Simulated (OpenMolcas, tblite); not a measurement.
**A ladder of methods for Si2H6O2 (SMILES O[SiH2][SiH2]O)**

Si2H6O2: 10 atoms, total charge 0, spin state singlet. SMILES: `O[SiH2][SiH2]O`. The shape is that of a PBE0-D4/def2-TZVP optimisation. This is one conformer, not always the lowest.

Quantity: the vertical energy of the triplet above the singlet, in eV. The values are calculated.

| level | kind | program | value (eV) | less CCSD(T)/6-31G* | CPU time (all runs) |
| --- | --- | --- | --- | --- | --- |
| IPEA1-xTB | semi-empirical | tblite | 3.04 | -2.10 | under 2 s |
| HF/6-31G* (spherical functions) | Hartree–Fock | OpenMolcas | 5.53 | +0.39 | 9.8 s |
| SVWN5/6-31G* (spherical functions) | LDA | OpenMolcas | 4.18 | -0.96 | 33 s |
| revPBE/6-31G* (spherical functions) | GGA | OpenMolcas | 4.28 | -0.86 | 53 s |
| r2SCAN/6-31G* (spherical functions) | meta-GGA | OpenMolcas | 4.53 | -0.61 | 71 s |
| B3LYP/6-31G* (spherical functions) | global hybrid | OpenMolcas | 4.73 | -0.41 | 52 s |
| BHLYP/6-31G* (spherical functions) | global hybrid | OpenMolcas | 5.22 | +0.08 | 52 s |
| CCSD(T)/6-31G* (spherical functions), open shells restricted | coupled cluster or CI | OpenMolcas | 5.14 | 0.00 | 50 s |

Differences are taken from CCSD(T)/6-31G* (spherical functions), open shells restricted for orientation; it has basis-set and higher-order errors of its own. The values span 3.04 to 5.53 eV. CPU times are rough (shared hosts, several kinds of processor and program).
